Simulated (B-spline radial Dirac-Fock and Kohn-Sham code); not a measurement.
Calculated with a radial atomic solver, using ΔSCF Dirac-Fock with Breit, self-energy and vacuum polarisation, finite nucleus, configuration average. Correlation and solid-state effects are left out.

Question: Identify the element and charge state from the binding energies below (tabulated ground configuration; the least bound level is included).

```
level  binding energy (eV)
    K              76356.4
   L1              17018.7
   L2              16489.7
   M1               6747.6
 M2,3               6300.2
```

Answer: Re⁵⁹⁺: Z = 75 with 16 electrons, [Ne] 3s2 3p4. The hydrogen-like estimate √(E/Ry) = 74.9 for the K level lies 0.1 below Z (screening lowers it, relativity raises it); the outermost level, at 6300.2 eV, fixes the charge.

Question: An atom or ion in its tabulated ground configuration has these computed binding energies (the last is its least bound level). Which is it?

```
level  binding energy (eV)
   2s              14465.0
2p3/2              12569.0
   3s               5049.6
3p1/2               4811.4
3p3/2               4502.4
3d3/2               4118.2
3d5/2               4051.5
```

Answer: W⁴⁶⁺: Z = 74 with 28 electrons, [Ar] 3d10.

Question: An atom or ion in its tabulated ground configuration has these computed binding energies (the last is its least bound level). Which is it?

| level | binding energy (eV) |
| --- | --- |
| 1s | 74884.5 |
| 2s | 17144.5 |
| 2p1/2 | 16643.8 |
| 2p3/2 | 15261.4 |
| 3s | 6996.9 |

Answer: W⁶²⁺: Z = 74 with 12 electrons, [Ne] 3s2. The hydrogen-like estimate √(E/Ry) = 74.2 for the K level lies 0.2 above Z (screening lowers it, relativity raises it); the outermost level, at 6996.9 eV, fixes the charge.

Question: Identify the element and charge state from the binding energies below (tabulated ground configuration; the least bound level is included).

| level | binding energy (eV) |
| --- | --- |
| M1 | 965.9 |
| M2 | 851.3 |
| M4 | 618.0 |
| M5 | 611.9 |
| N1 | 320.3 |
| N2 | 276.7 |
| N3 | 270.2 |

Answer: Ag¹¹⁺: Z = 47 with 36 electrons, [Ar] 3d10 4s2 4p6.

Question: Identify the element and charge state from the binding energies below (tabulated ground configuration; the least bound level is included).

```
level  binding energy (eV)
   1s              20337.9
2p1/2               2956.7
2p3/2               2851.5
3p1/2                726.7
3p3/2                708.5
3d3/2                544.9
3d5/2                541.6
```

Answer: Mo¹⁴⁺: Z = 42 with 28 electrons, [Ar] 3d10. The hydrogen-like estimate √(E/Ry) = 38.7 for the K level lies 3.3 below Z (screening lowers it, relativity raises it); the outermost level, at 541.6 eV, fixes the charge.
